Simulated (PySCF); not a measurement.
## Correlation energy of Ni(3+) (nickel, charge +3)

[Ar] 3d7, high-spin 4F determinant. All numbers are calculated (PySCF 2.14, no relativity, point nucleus, in def2-QZVPPD (11s6p5d4f2g, 100 functions)). Frozen: [Ar]; 7 electrons correlated.

| level | correlation energy (mhartree) |
| --- | --- |
| CCSD | -177.64 |
| (T) | -2.34 |
| CCSD(T) | -179.98 |

Diagnostics: T1 = 0.0034, D1 = 0.0052, largest double amplitude 0.013.

Is a single reference adequate?

Yes: T1 lies below 0.03 and no double amplitude reaches 0.07.
